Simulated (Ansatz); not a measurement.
Input file for Ansatz (a first-principles code): R-CCSD(T)/def2-TZVPPD on HCl (SMILES Cl) with ghost functions, monomers drawn apart or pushed together. Files ending in .json are basis or fitting sets from the Basis Set Exchange.

Ansatz 0.2 input:
```yaml
crystal:
  periodic: [false, false, false]
  atoms:
    - {symbol: Cl, position_ang: [1.20790380, 0.53037820, 0.65711566]}
    - {symbol: H, position_ang: [0.72764192, 0.27999148, 1.82364411]}
basis:
  gaussian:
    orbitals: def2-TZVPPD.json
    ghost_atoms:
      - {symbol: As, position_ang: [-0.52316954, -0.37455923, 4.89702827]}
      - {symbol: H, position_ang: [-1.09684843, 0.67575996, 3.95007719]}
      - {symbol: H, position_ang: [-0.42301431, -1.40982334, 3.78025207]}
      - {symbol: H, position_ang: [0.90515776, 0.10639258, 4.65737103]}
magnetization: {spin_polarized: false}
correlation: {method: ccsd_t, electrons: outside_noble_gas}
scf: {lower_state_search: off}
```

**Question.** What total energy does the run end on?

**Answer.** -460.3340 hartree (reference determinant -460.0998, T1 diagnostic 0.006).

**Question.** How many basis functions does it have, and what does it roughly cost on one machine?

**Answer.** 173 functions; around 10 core-seconds (rough).
